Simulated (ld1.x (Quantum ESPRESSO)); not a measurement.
Which change was made? (Pt, ultrasoft)

ld1.x (Quantum ESPRESSO) 7.5 input, shortened:

```
&input
   title='Pt', zed=78., rel=2, dft='PBE', iswitch=3,
   config='[Xe] 4f14 5d10 6s0 6p0', rel_dist='average'
 /
 &inputp
   pseudotype=3, tm=.true., lloc=-1, rcloc=0.80,
   nlcc=.true., rcore=0.50,
   which_augfun='PSQ', rmatch_augfun_nc=.true.
 /
8
5S  1  0   2.00   0.00  1.25  1.45  0.0
6S  2  0   0.00   0.00  1.25  1.45  0.0
5P  2  1   6.00   0.00  1.45  1.65  0.0
6P  3  1   0.00   0.00  1.45  1.65  0.0
5D  3  2  10.00   0.00  1.20  1.55  0.0
5D  3  2   0.00   3.75  1.20  1.55  0.0
4F  4  3  14.00   0.00  0.60  0.75  0.0
4F  4  3   0.00  -2.05  0.60  0.75  0.0
 &test
   configts(1)='4f14 5s2 5p6 5d10 6s0 6p0'
 /
```

Open shells are filled in proportion to 2j + 1 (rel_dist='average').

Cutoffs, loose and tight: the cutoffs (Ry, on a coarse ladder) from which the occupation-weighted sum of valence levels, in a spherical-Bessel basis at the reference potential, stays within 10 and 1 mRy of its value at 400 Ry. They do not see the model core or the augmentation charge, which bear on the density cutoff. Test errors are all-electron minus pseudo excitation energies from the reference, over the configurations 4f14 5s2 5p6 5d9 6s1 6p0; 4f14 5s2 5p6 5d9 6s0 6p0; 4f14 5s2 5p6 5d8 6s0 6p0; 4f14 5s2 5p6 5d8 6s1 6p0; 4f13 5s2 5p6 5d10 6s0 6p0; 4f14 5s2 5p6 5d9 6s0 6p1; 4f14 5s2 5p6 5d8 6s2 6p0; variants that change the core or the reference have their own tests. The largest error is taken over the tests solved by every variant that gives reliable tests at all, those not shown here included: 4f14 5s2 5p6 5d8 6s0 6p0; 4f14 5s2 5p6 5d8 6s1 6p0; 4f14 5s2 5p6 5d9 6s0 6p0; 4f14 5s2 5p6 5d9 6s1 6p0.

The base gives: outcome: generated, overlap not positive; bound ghosts: not determined (overlap not positive); largest test error (meV): -9.4.

Question: After one change the result is: outcome: failed: compute_chi: chi too large beyond r_c. Which change was it?
A. all radii but the core radius scaled by about 0.74 (s 1.08, p 1.22, d 1.14, f 0.56 bohr, rcut 0.92/1.08/0.88/0.44); local potential all-electron potential smoothed inside 0.60 bohr (lloc = -1)
B. all radii but the core radius scaled by about 1.15 (s 1.68, p 1.90, d 1.78, f 0.86 bohr, rcut 1.44/1.68/1.38/0.70); local potential all-electron potential smoothed inside 0.92 bohr (lloc = -1)
C. all radii but the core radius scaled by about 0.86 (s 1.24, p 1.42, d 1.34, f 0.64 bohr, rcut 1.08/1.24/1.04/0.52); local potential all-electron potential smoothed inside 0.68 bohr (lloc = -1)

Answer: A. The others give: all radii but the core radius scaled by about 1.15 (s 1.68, p 1.90, d 1.78, f 0.86 bohr, rcut 1.44/1.68/1.38/0.70); local potential all-electron potential smoothed inside 0.92 bohr (lloc = -1) → outcome: failed: find_q: problem finding q | all radii but the core radius scaled by about 0.86 (s 1.24, p 1.42, d 1.34, f 0.64 bohr, rcut 1.08/1.24/1.04/0.52); local potential all-electron potential smoothed inside 0.68 bohr (lloc = -1) → outcome: failed: chargeps: negative rho. A file whose overlap is not positive is unfit for use, and its test errors describe a broken file.
